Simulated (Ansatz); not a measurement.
Program: Ansatz. Geometries: PBE0-D4/def2-TZVP. ΔE: electronic, gas phase. CCSD(T)/CBS adds triple-zeta CCSD(T) − MP2 to the extrapolated MP2 energy (def2 sets, frozen cores). This one scheme is used for every species. DFT in def2-TZVPP. B3LYP here is the variant with VWN-RPA as its local correlation; programs differ in this. For Ge outer-core shells are correlated without core-valence functions, which leaves a few kJ/mol of doubt a bond. Scalar relativity is left out up to krypton. One conformer a species, not always the lowest.

`C[S][Ge][Cl]` + dimethylamine → `C[N](C)[Ge][Cl]` + CH₃SH  (ligand exchange at a Ge–S bond)

```json
{"level": "B3LYP-D4", "ΔE (kJ/mol)": "18.7"}
{"level": "SCS-MP2/def2-TZVPP", "ΔE (kJ/mol)": "4.4"}
```

(1) What does CCSD(T)/CBS give? (An estimate is asked.)

(2) What do rigid-rotor, harmonic-oscillator terms from PBE0-D4/def2-TZVP frequencies (298.15 K, 1 bar) make of the CCSD(T)/CBS value? (Estimate.)

Largest T1 diagnostic among the species: 0.014.

Results:

(1) Computed: +11.0 kJ/mol. The listed levels differ from it by 7.7, -6.6 kJ/mol.

(2) The calculation gave: ΔZPE = -8.0 kJ/mol, ΔH = +2.9 kJ/mol, ΔS = -17 J/(mol·K), ΔG = +7.8 kJ/mol. Modes under 50 cm⁻¹ make the entropy rough.

From BLYP to BHLYP (50 % exact exchange), in def2-TZVPP and without D4, ΔE moves by −3.1 kJ/mol. At CCSD(T), def2-SVP lies −8.5 kJ/mol from the extrapolated value and def2-TZVPP −4.1 kJ/mol.
